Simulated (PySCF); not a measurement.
**S²⁺: ionisation energy**

S²⁺ [Ne] 3s2 3p2 (3P) → S³⁺ [Ne] 3s2 3p1 (2P), as a difference of total energies. Computed with PySCF 2.14 in jorge-DZP-DKH (7s4p1d, 24 functions), with scalar relativity by spin-free X2C-1e. Correlated levels: valence: [Ne] frozen. The calculations carry no spin-orbit coupling.

| method | ionisation energy (eV) |
| --- | --- |
| UHF | 34.121 |
| BP86 | 34.865 |
| PBE0 | 34.858 |
| MP2 (valence) | 34.453 |
| SCS-MP2 (valence) | 34.371 |
| CCSD (valence) | 34.480 |
| CCSD(T) (valence) | 34.489 |

Problem. How much does correlation contribute at CCSD(T) (valence)?

Solution. 34.489 − (34.121) = 0.368 eV, measured against UHF.

The reference lies between the lowest fine-structure levels, while these numbers refer to the centres of the terms.

Errors of the correlated levels include the incompleteness of this basis and the frozen core.

For comparison: 34.86 ± 0.04 eV (semi-empirical (NIST evaluation); NIST Atomic Spectra Database, ionization energies).
